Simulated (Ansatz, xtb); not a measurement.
# Two isomers of C4H6Si

Structure a is `C#CC(=C)[SiH3]`, a singlet and structure b is `C#C/C=C/[SiH3]`, a singlet. Both are isolated molecules in the gas phase, relaxed with B3LYP/def2-SVP.

a (Å):

```xyz
11

C    -2.2517    0.2391    0.5643
C    -1.6986   -0.7233    0.0679
C    -0.9805   -1.8083   -0.5244
C    -1.5425   -3.0217   -0.7155
Si    0.8140   -1.4663   -1.0356
H    -2.7534    1.0801    1.0045
H    -2.5774   -3.2283   -0.4236
H    -0.9808   -3.8428   -1.1701
H     1.6192   -1.0592    0.1515
H     1.3836   -2.7115   -1.6266
H     0.8626   -0.3653   -2.0399
```

b (Å):

```xyz
11

C    -3.7832   -1.1108    0.4810
C    -2.5914   -1.2692    0.3039
C    -1.1877   -1.4544    0.1293
C    -0.5663   -1.5826   -1.0647
Si    1.2820   -1.8252   -1.2577
H    -4.8376   -0.9714    0.6293
H    -0.6004   -1.4903    1.0571
H    -1.1922   -1.5406   -1.9657
H     1.9157   -1.8502    0.0926
H     1.5733   -3.1075   -1.9657
H     1.8769   -0.7178   -2.0640
```

Estimate E(b) − E(a) at the level CCSD(T)/def2-SVP + ΔMP2/def2-TZVPP.

Too close to call at this level: CCSD(T)/def2-SVP + ΔMP2/def2-TZVPP gives E(b) − E(a) = +0.014 eV.

The same difference at several levels:

```csv
level,geometry,E(b) − E(a) (eV),departure from the last row (eV),"job, with rough time for the two"
GFN2-xTB,GFN2-xTB,−0.017,−0.031,"optimisation, 0.1 s"
HF/STO-3G,GFN2-xTB,−0.015,−0.029,"single point, 0.24 s"
r2SCAN-D4/def2-SVP,GFN2-xTB,−0.016,−0.030,"single point, 1.7 s"
B3LYP/def2-SVP,B3LYP/def2-SVP,−0.033,−0.046,"optimisation, 17 s"
HF/def2-SVP,B3LYP/def2-SVP,−0.007,−0.021,part of the CCSD(T) run
MP2/def2-SVP,B3LYP/def2-SVP,+0.015,+0.001,part of the CCSD(T) run
CCSD(T)/def2-SVP,B3LYP/def2-SVP,+0.011,−0.003,single point
CCSD(T)/def2-SVP + ΔMP2/def2-TZVPP,B3LYP/def2-SVP,+0.014,,"single point, 16 s"
```

As drawn, both hold the same kinds of bond in the same numbers.

The largest departure from CCSD(T)/def2-SVP + ΔMP2/def2-TZVPP is that of B3LYP/def2-SVP, 0.046 eV. The last row adds to CCSD(T) the change of the MP2 difference between the two basis sets, here +0.003 eV.

With harmonic frequencies from B3LYP/def2-SVP (ideal gas, rigid rotor, one conformer each, 298.15 K, 1 atm): the zero-point term adds −0.003 eV; ΔH is +0.015 and ΔG +0.009 eV.

The correlated steps freeze 9 core orbitals. Programs: Ansatz 0.2.0, xtb 6.7.1; the last row on 2 threads of Intel(R) Xeon(R) 6975P-C (Granite Rapids) on a shared host.
